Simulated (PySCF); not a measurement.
**Indium: highly charged ions in a basis for the neutral atom**

In⁹⁺ [Kr] 4d4, In¹⁰⁺ [Kr] 4d3. All numbers are calculated (PySCF 2.14, scalar relativity through the core potential, in cc-pVTZ-PP with ECP28MDF). No spin-orbit coupling, so a gap to NIST mixes the basis error with missing relativistic terms.

Changed run: basis of the neutral atom used for a highly charged ion. This setting is unsound on purpose.

```tsv
species	method	sound run (hartree)	changed run (hartree)	converged
In⁹⁺	UHF	not run	-164.43635	yes
In⁹⁺	r2SCAN	not run	-164.99768	yes
In⁹⁺	M06-L	not run	-165.06851	yes
In¹⁰⁺	UHF	not run	-157.75279	yes
In¹⁰⁺	r2SCAN	not run	-158.28856	yes
In¹⁰⁺	M06-L	not run	-158.36228	yes
```

Ionisation energy of In⁹⁺:

```json
{"method": "UHF", "changed run (eV)": "181.87", "NIST (eV)": "178 ± 2.2"}
{"method": "r2SCAN", "changed run (eV)": "182.56", "NIST (eV)": "178 ± 2.2"}
{"method": "M06-L", "changed run (eV)": "182.49", "NIST (eV)": "178 ± 2.2"}
```

The contracted functions were made for the neutral atom and can be too rigid for a highly charged ion.
